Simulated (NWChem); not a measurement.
Everything below was run with NWChem. System: HClSi, charge 0, spin multiplicity 1, at a geometry optimised with PBE0/def2-SVP. The structure started from a generated list of species. Level: RI-MP2/cc-pVTZ, 10 core orbitals frozen.

Input file:

```
start mol
memory heap 200 mb stack 900 mb global 1100 mb
geometry units angstroms nocenter noautoz
  Si    -0.750692    -0.813678     0.000000
  H      0.327639    -1.910612     0.000000
  Cl     0.598944     0.782477     0.000000
  symmetry group Cs
end
basis spherical
  * library cc-pvtz
end
basis "ri-mp2 basis" spherical
  * library cc-pvtz-ri
end
scf
  rhf
  nopen 0
  maxiter 100
  thresh 1e-7
  semidirect memsize 60000000 filesize 0
end
mp2
  freeze core 10
end
task rimp2 energy
```

Part of the output:

```
             Northwest Computational Chemistry Package (NWChem) 7.3.0
             --------------------------------------------------------

                                NWChem Input Module
                                -------------------

 Scaling coordinates for geometry "geometry" by  1.889725989
 (inverse scale =  0.529177249)

 Turning off AUTOSYM since
 SYMMETRY directive was detected!

                             Geometry "geometry" -> ""
                             -------------------------

 Output coordinates in angstroms (scale by  1.889725989 to convert to a.u.)

  No.       Tag          Charge          X              Y              Z
 ---- ---------------- ---------- -------------- -------------- --------------
    1 Si                  14.0000    -0.75069200    -0.81367800     0.00000000
    2 H                    1.0000     0.32763900    -1.91061200     0.00000000
    3 Cl                  17.0000     0.59894400     0.78247700     0.00000000

 Effective nuclear repulsion energy (a.u.)      68.3925090757

            Nuclear Dipole moment (a.u.)
            ----------------------------
        X                 Y               Z
 ---------------- ---------------- ----------------
    -0.0000018897     0.0000094486     0.0000000000

      Symmetry information
      --------------------

 Group name             Cs
 Group number              2
 Group order               2
 No. of unique centers     3

      Symmetry unique atoms

     1    2    3


 Summary of "ao basis" -> "" (spherical)
 ------------------------------------------------------------------------------
       Tag                 Description            Shells   Functions and Types
 ---------------- ------------------------------  ------  ---------------------
 *                          cc-pvtz                   on all atoms

 Summary of "ri-mp2 basis" -> "" (spherical)
 ------------------------------------------------------------------------------
       Tag                 Description            Shells   Functions and Types
 ---------------- ------------------------------  ------  ---------------------
 *                         cc-pvtz-ri                 on all atoms

 Summary of "ao basis" -> "ao basis" (spherical)
 ------------------------------------------------------------------------------
       Tag                 Description            Shells   Functions and Types
 ---------------- ------------------------------  ------  ---------------------
 Si                         cc-pvtz                 12       34   5s4p2d1f
 H                          cc-pvtz                  6       14   3s2p1d
 Cl                         cc-pvtz                 12       34   5s4p2d1f

                                 NWChem SCF Module
                                 -----------------

  ao basis        = "ao basis"
  functions       =    82
  atoms           =     3
  closed shells   =    16
  open shells     =     0
  charge          =   0.00
  wavefunction    = RHF
  use symmetry    = T
  symmetry adapt  = T

 Summary of "ao basis" -> "ao basis" (spherical)
 ------------------------------------------------------------------------------
       Tag                 Description            Shells   Functions and Types
 ---------------- ------------------------------  ------  ---------------------
 Si                         cc-pvtz                 12       34   5s4p2d1f
 H                          cc-pvtz                  6       14   3s2p1d
 Cl                         cc-pvtz                 12       34   5s4p2d1f

      Symmetry analysis of basis
      --------------------------

        a'         56
        a"         26

 Forming initial guess at       0.1s

      Superposition of Atomic Density Guess
      -------------------------------------

 Sum of atomic energies:        -748.82721779

      Non-variational initial energy
      ------------------------------

 Total energy =    -748.983877
 1-e energy   =   -1172.286396
 2-e energy   =     354.910010
 HOMO         =      -0.230794
 LUMO         =      -0.067759

      Symmetry analysis of molecular orbitals - initial
      -------------------------------------------------

  Numbering of irreducible representations:

     1 a'          2 a"

  Orbital symmetries:

     1 a'          2 a'          3 a'          4 a'          5 a'
     6 a"          7 a'          8 a'          9 a'         10 a"
    11 a'         12 a'         13 a'         14 a"         15 a'
    16 a'         17 a"         18 a'         19 a'         20 a'
    21 a'         22 a"         23 a'         24 a"         25 a'
    26 a'

 Starting SCF solution at       1.8s

 ----------------------------------------------
         Quadratically convergent ROHF

 Convergence threshold     :          1.000E-07
 Maximum no. of iterations :          100
 Final Fock-matrix accuracy:          1.000E-09
 ----------------------------------------------

              iter       energy          gnorm     gmax       time
             ----- ------------------- --------- --------- --------
                 1     -749.0163977584  4.74D-01  1.19D-01      1.8
                 2     -749.0383958604  1.46D-01  3.56D-02      1.9
                 3     -749.0410079294  9.67D-03  3.03D-03      1.9
                 4     -749.0410281942  8.06D-05  2.12D-05      2.0
                 5     -749.0410281957  2.89D-09  6.71D-10      2.2

       Final RHF  results
       ------------------

         Total SCF energy =   -749.041028195680
      One-electron energy =  -1173.000281508492
      Two-electron energy =    355.566744237069
 Nuclear repulsion energy =     68.392509075743

        Time for solution =      0.4s

       Symmetry analysis of molecular orbitals - final
       -----------------------------------------------

  Numbering of irreducible representations:

     1 a'          2 a"

  Orbital symmetries:

     1 a'          2 a'          3 a'          4 a'          5 a"
     6 a'          7 a'          8 a"          9 a'         10 a'
    11 a'         12 a'         13 a'         14 a"         15 a'
    16 a'         17 a"         18 a'         19 a'         20 a'
    21 a'         22 a"         23 a"         24 a'         25 a'
    26 a'

             Final eigenvalues
             -----------------

              1
    1 -104.8311
    2  -68.8441
    3  -10.5576
    4   -8.0238
    5   -8.0231
    6   -8.0226
    7   -6.1858
    8   -4.2876
    9   -4.2871
   10   -4.2857
   11   -1.0950
   12   -0.6715
   13   -0.5188
   14   -0.4781
   15   -0.4720
   16   -0.3494
   17    0.0084
   18    0.1111
   19    0.1659
   20    0.2618
   21    0.3189
   22    0.3275
   23    0.3430
   24    0.3489
   25    0.3630
   26    0.3819

                       ROHF Final Molecular Orbital Analysis
                       -------------------------------------

 Vector   14  Occ=2.000000D+00  E=-4.781352D-01  Symmetry=a"
              MO Center=  5.1D-01,  6.7D-01, -1.3D-16, r^2= 1.3D+00
   Bfn.  Coefficient  Atom+Function         Bfn.  Coefficient  Atom+Function
  ----- ------------  ---------------      ----- ------------  ---------------
    59      0.540793  3 Cl pz                65      0.332857  3 Cl pz
    62      0.236481  3 Cl pz

 Vector   15  Occ=2.000000D+00  E=-4.720293D-01  Symmetry=a'
              MO Center=  2.9D-01,  3.8D-01,  4.7D-17, r^2= 2.3D+00
   Bfn.  Coefficient  Atom+Function         Bfn.  Coefficient  Atom+Function
  ----- ------------  ---------------      ----- ------------  ---------------
    58      0.476699  3 Cl py                64      0.287752  3 Cl py
    61      0.211206  3 Cl py                57     -0.184724  3 Cl px
     3      0.155028  1 Si s

 Vector   16  Occ=2.000000D+00  E=-3.494476D-01  Symmetry=a'
              MO Center= -7.9D-01, -7.2D-01,  4.1D-16, r^2= 2.8D+00
   Bfn.  Coefficient  Atom+Function         Bfn.  Coefficient  Atom+Function
  ----- ------------  ---------------      ----- ------------  ---------------
     5      0.384145  1 Si s                  9     -0.365819  1 Si px
     3      0.312446  1 Si s                 57      0.240054  3 Cl px
    15     -0.236044  1 Si px                63      0.203098  3 Cl px
    36     -0.173622  2 H  s                 37     -0.171653  2 H  s

 Vector   17  Occ=0.000000D+00  E= 8.390405D-03  Symmetry=a"
              MO Center= -7.1D-01, -8.1D-01,  1.4D-15, r^2= 3.4D+00
   Bfn.  Coefficient  Atom+Function         Bfn.  Coefficient  Atom+Function
  ----- ------------  ---------------      ----- ------------  ---------------
    17      0.741146  1 Si pz                11      0.368473  1 Si pz
    65     -0.250922  3 Cl pz

 Vector   18  Occ=0.000000D+00  E= 1.111481D-01  Symmetry=a'
              MO Center= -8.2D-01, -7.8D-01, -2.8D-16, r^2= 5.0D+00
   Bfn.  Coefficient  Atom+Function         Bfn.  Coefficient  Atom+Function
  ----- ------------  ---------------      ----- ------------  ---------------
    16      1.374399  1 Si py                53     -0.960922  3 Cl s
    37      0.610179  2 H  s                 63      0.467086  3 Cl px
    64      0.395882  3 Cl py                15      0.340822  1 Si px
    10      0.259310  1 Si py                 5      0.257168  1 Si s

 Vector   19  Occ=0.000000D+00  E= 1.659322D-01  Symmetry=a'
              MO Center= -4.4D-01, -1.1D+00, -5.7D-16, r^2= 5.4D+00
   Bfn.  Coefficient  Atom+Function         Bfn.  Coefficient  Atom+Function
  ----- ------------  ---------------      ----- ------------  ---------------
    37      2.284158  2 H  s                  5     -1.664333  1 Si s
    15     -1.539442  1 Si px                16      0.720210  1 Si py
    53      0.524670  3 Cl s                 64     -0.441853  3 Cl py
     3     -0.361004  1 Si s                  9     -0.202431  1 Si px

 center of mass
 --------------
 x =   0.00805277 y =   0.07896942 z =   0.00000000

 moments of inertia (a.u.)
 ------------------
         155.342890015661        -117.256368244161           0.000000000000
        -117.256368244161         101.481130811471           0.000000000000
           0.000000000000           0.000000000000         256.824020827132

  Mulliken analysis of the total density
  --------------------------------------

    Atom       Charge   Shell Charges
 -----------   ------   -------------------------------------------------------
    1 Si  14    13.65   2.00  1.93  1.08  0.17  0.55  5.50  1.10  0.55  0.49  0.14  0.09  0.03
    2 H    1     1.07   0.24  0.56  0.27  0.00  0.01  0.00
    3 Cl  17    17.28   2.00  1.88  1.17  0.19  0.68  5.82  2.95  1.07  1.49  0.01  0.03  0.00

       Multipole analysis of the density wrt the origin
       ------------------------------------------------

     L   x y z        total         open         nuclear
     -   - - -        -----         ----         -------
     0   0 0 0     -0.000000      0.000000     32.000000

     1   1 0 0     -0.228399      0.000000     -0.000002
     1   0 1 0     -0.467773      0.000000      0.000009
     1   0 0 1      0.000000      0.000000      0.000000

     2   2 0 0    -21.938616      0.000000     50.335446
     2   1 1 0      0.420779      0.000000     56.753958
     2   1 0 1      0.000000      0.000000      0.000000
     2   0 2 0    -20.059118      0.000000     83.305927
     2   0 1 1     -0.000000      0.000000      0.000000
     2   0 0 2    -17.995920      0.000000      0.000000

                               NWChem RI-MP2 Module
                               --------------------

 Summary of "ri-mp2 basis" -> "ri-mp2 basis" (spherical)
 ------------------------------------------------------------------------------
       Tag                 Description            Shells   Functions and Types
 ---------------- ------------------------------  ------  ---------------------
 Si                        cc-pvtz-ri               32      122   10s8p7d5f2g
 H                         cc-pvtz-ri               10       30   4s3p2d1f
 Cl                        cc-pvtz-ri               32      122   10s8p7d5f2g

 SCF Reference Information:
            File: './mol.movecs'
           Title: ''
    Size (AOxMO):     82 x     82
       Total Occ:              32.00
 RI-MP2 Calculation Information:
          Nr. of AO basis functions:         82
     Nr. of fitting basis functions:        274
               Nr. of MO spin cases:          1
        Nr. of MOs to be correlated:         72
     Nr. of occupied MOs correlated:          6
      Nr. of virtual MOs correlated:         66

          RI integral approximation: 'V'
    Threshold for Schwarz screening:  1.000E-09
 Smallest eigenvalue retained in fit  1.000E-08
    Type of storage for MO integrals 'EAF library'

 Transformation block size    6, requiring     1 integral passes.
 XForm_3cInts: Completed     1:    6 pass.
 Energy evaluation using block sizes     6    6
 RIMP2_V_E2: Approx. ints. done (    1:    6,    1:    6)
 RIMP2_V_E2: Copy to B done (    1:    6,    1:    6)
 RIMP2_V_E2: Denominators done (    1:    6,    1:    6)
 RIMP2_V_E2: Completed block (    1:    6,    1:    6)

          -------------------------------------------
          SCF energy                -749.041028195680
          Correlation energy          -0.288497639516
          Total MP2 energy          -749.329525835196
          -------------------------------------------

 -----------------------
 Performance information
 -----------------------

 Timer overhead =  9.56D-08 seconds/call

               Nr. of calls         CPU time (s)                 Wall time (s)                GFlops
             ---------------    -------------------     ------------------------------   -------------------
Name         Min   Avg   Max    Min     Avg     Max     Min     Avg     Max   Mx/calls   Min     Max     Sum
Overall       1     1     1    2.6     2.6     2.6      2.6     2.6     2.6     2.6      0.0     0.0     0.0
3c integr     1     1     1   0.29    0.29    0.29     0.29    0.29    0.29    0.29      0.0     0.0     0.0
Energy        1     1     1   1.52E-2 1.52E-2 1.52E-2  1.52E-2 1.52E-2 1.52E-2 1.52E-2   0.0     0.0     0.0
3c integr     1     1     1   0.29    0.29    0.29     0.29    0.29    0.29    0.29      0.0     0.0     0.0
First 2/3     3     3     3   2.14E-3 2.14E-3 2.14E-3  2.14E-3 2.14E-3 2.14E-3 7.13E-4   0.0     0.0     0.0
Final 1/3     1     1     1   2.14E-3 2.14E-3 2.14E-3  2.14E-3 2.14E-3 2.14E-3 2.14E-3   0.0     0.0     0.0
Write 3c      1     1     1   2.46E-4 2.46E-4 2.46E-4  2.46E-4 2.46E-4 2.46E-4 2.46E-4   0.0     0.0     0.0
Read 3c i     1     1     1   1.56E-4 1.56E-4 1.56E-4  1.56E-4 1.56E-4 1.56E-4 1.56E-4   0.0     0.0     0.0
Fitting b     1     1     1   3.34E-2 3.34E-2 3.34E-2  3.34E-2 3.34E-2 3.34E-2 3.34E-2   0.0     0.0     0.0
Schwarz i     1     1     1   1.80E-2 1.80E-2 1.80E-2  1.80E-2 1.80E-2 1.80E-2 1.80E-2   0.0     0.0     0.0
Form 4ci      1     1     1   2.56E-3 2.56E-3 2.56E-3  2.56E-3 2.56E-3 2.56E-3 2.56E-3   0.0     0.0     0.0
Form A &      1     1     1   1.17E-2 1.17E-2 1.17E-2  1.17E-2 1.17E-2 1.17E-2 1.17E-2   0.0     0.0     0.0
Denominat     1     1     1   8.35E-5 8.35E-5 8.35E-5  8.35E-5 8.35E-5 8.35E-5 8.35E-5   0.0     0.0     0.0
Pair Ener     1     1     1   2.65E-4 2.65E-4 2.65E-4  2.65E-4 2.65E-4 2.65E-4 2.65E-4   0.0     0.0     0.0

 The average no. of pstat calls per process was 1.60D+01
 with a timing overhead of 1.53D-06s

 Task  times  cpu:        2.6s     wall:        2.6s

 Total times  cpu:        2.6s     wall:        2.6s
```
